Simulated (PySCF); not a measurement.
# Exercise with solution: oscillator strength and radiative lifetime

Si(Cl)(Me)2(SH) (C2H7ClSSi), SMILES S[Si](C)(C)Cl.

Coordinates come from a B3LYP-D3(BJ)/def2-SVP optimisation. One conformer was computed; it need not be the lowest.

TDA-B3LYP/def2-SVPD in PySCF puts the first singlet state with f over 0.02 at 6.36 eV (vertical), with the transition dipole (0.000, 0.000, -0.521) in atomic units.

**Question.** Find the oscillator strength, the wavelength and the radiative lifetime that this transition would have in vacuum if emission retraced absorption.

**Answer.** 
|μ|² = 0.2714 au, so |μ| = 1.32 D. ΔE = 6.36/27.211 = 0.2337 hartree. f = (2/3) ΔE |μ|² = 0.042 (the program prints 0.042).
λ = 1239.84/6.36 = 195 nm; ν = 51297 cm⁻¹.
Einstein's coefficient A = 0.6670 ν² f s⁻¹ (ν in cm⁻¹) = 7.4e7 s⁻¹, so τ = 1/A = 13 ns. This state is S2; the lower singlet has f = 0.018. The figure is the radiative limit of this one transition; relaxation, internal conversion, crossing to triplets and a medium change what is measured.
